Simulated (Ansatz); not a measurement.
Consider the ligand exchange at the Si–C bond: `CCBC[SiH3]` + `[NH2][AlH][OH]` → `[OH][AlH][NH][SiH3]` + `CBCC`.

Program: Ansatz. Geometries: PBE0-D4/def2-TZVP. ΔE: electronic, gas phase. CCSD(T)/CBS adds triple-zeta CCSD(T) − MP2 to the extrapolated MP2 energy (def2 sets, frozen cores). This one scheme is used for every species. Functionals use def2-TZVPP. B3LYP here is the variant with VWN-RPA as its local correlation; programs differ in this. One conformer a species, not always the lowest.

`CCBC[SiH3]`:

Cartesian coordinates in Å:
```
C 0.558 -0.667 2.283
C 1.033 -0.141 0.934
B 0.065 0.815 0.169
C 0.041 0.913 -1.372
Si -1.301 -0.260 -1.991
H 1.335 -1.235 2.801
H 0.249 0.152 2.937
H -0.305 -1.328 2.166
H 1.388 -0.957 0.294
H 1.927 0.493 1.088
H -0.704 1.492 0.802
H -0.247 1.898 -1.755
H 0.964 0.578 -1.857
H -2.635 0.135 -1.467
H -1.020 -1.654 -1.555
H -1.349 -0.233 -3.477
```

`[NH2][AlH][OH]`:

```xyz
7

N     0.949   -0.573    0.746
Al   -0.114    0.080   -0.496
O    -1.514    0.879    0.037
H     0.789   -0.507    1.738
H     1.806   -1.066    0.558
H     0.236   -0.081   -2.027
H    -2.152    1.267   -0.557
```

`[OH][AlH][NH][SiH3]`:

Cartesian coordinates in Å:
```
O -1.580 1.463 0.625
Al -0.863 0.943 -0.818
N 0.398 -0.301 -0.691
Si 1.050 -1.110 0.689
H -2.267 2.126 0.666
H -1.274 1.519 -2.229
H 0.805 -0.588 -1.572
H 0.362 -0.588 1.894
H 2.517 -0.880 0.824
H 0.851 -2.585 0.612
```

`CBCC`:

Z-matrix (Å, degrees):
```
C
B 1 1.558
H 1 1.102 2 106.0
H 1 1.094 2 112.7 3 -114.0
H 1 1.092 2 115.8 3 118.6
C 2 1.561 1 125.2 3 -104.1
H 2 1.205 1 117.9 3 73.8
C 6 1.522 2 118.8 1 -1.0
H 6 1.101 2 106.8 1 125.1
H 6 1.102 2 106.1 1 -126.3
H 8 1.093 6 112.0 2 179.8
H 8 1.093 6 111.4 2 59.5
H 8 1.093 6 111.4 2 -59.9
```

```json
{"level": "r2SCAN-D4", "ΔE (kJ/mol)": "-39.0"}
{"level": "r2SCAN0-D4", "ΔE (kJ/mol)": "-40.1"}
{"level": "B3LYP", "ΔE (kJ/mol)": "-42.6"}
{"level": "BHLYP", "ΔE (kJ/mol)": "-47.0"}
{"level": "HF/def2-SVP", "ΔE (kJ/mol)": "-54.3"}
{"level": "MP2/def2-SVP", "ΔE (kJ/mol)": "-42.7"}
{"level": "CCSD(T)/def2-SVP", "ΔE (kJ/mol)": "-42.4"}
{"level": "MP2/def2-QZVPP", "ΔE (kJ/mol)": "-40.3"}
```

(1) What does CCSD(T)/CBS give? (Estimate.)

Largest T1 diagnostic among the species: 0.012.

Results:

(1) Ansatz gave: -39.6 kJ/mol. The listed levels differ from it by 0.6, -0.5, -3.0, -7.4, -14.7, -3.1, -2.8, -0.7 kJ/mol.

Leaving LDA and LC-ωPBE aside and taking each functional with its dispersion term where it has one, the values, not all of them listed here, spread over 14.6 kJ/mol, from BHLYP-D4 to revPBE-D4. In def2-TZVPP, CCSD(T) changes the Hartree–Fock value by +13.0 kJ/mol (the triples alone add +1.8 kJ/mol) and MP2 by +12.8 kJ/mol. From PBE to PBE0 (25 % exact exchange), in def2-TZVPP and without D4, ΔE moves by −3.0 kJ/mol.

CCSD(T)/CBS has its own doubt, a few kJ/mol and more with outer-core shells, so smaller differences from it don't rank the levels.
